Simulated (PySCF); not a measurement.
Al (aluminium, neutral) across methods

[Ne] 3s2 4s1, 2S determinant (an excited configuration). Computed with PySCF 2.14 in aug-cc-pVDZ-DK, with the spin-free X2C one-electron Hamiltonian (Gaussian nucleus).

```
method  E (hartree)  mean ε 3s α (eV)  mean ε 3s β (eV)  mean ε 4s α (eV)  Σ⟨r²⟩ (bohr²)   ⟨S²⟩
  PBE0    -242.5676           -11.562           -11.455            -1.974          68.58  0.750
   PBE    -242.5478           -10.600           -10.521            -1.681          68.44  0.750
   M06    -242.6752           -11.505           -11.421            -1.767          68.48  0.751
 B3LYP    -242.7067           -11.398           -11.325            -1.801          67.74  0.750
 TPSSh    -242.6872           -11.052           -10.974            -1.762          69.32  0.750
   LDA    -241.6210           -10.695           -10.597            -1.602          67.25  0.750
   UHF   -242.19636           -13.642           -13.394            -2.520          69.32  0.750
```

Task: Estimate the same row for r2SCAN.

Result: E (hartree) = -242.6420; mean ε 3s α (eV) = -10.790; mean ε 3s β (eV) = -10.733; mean ε 4s α (eV) = -1.615; Σ⟨r²⟩ (bohr²) = 69.14; ⟨S²⟩ = 0.751.

The outer electron is Rydberg-like, and this basis confines it to a smaller radius and binds it less than a complete one would.
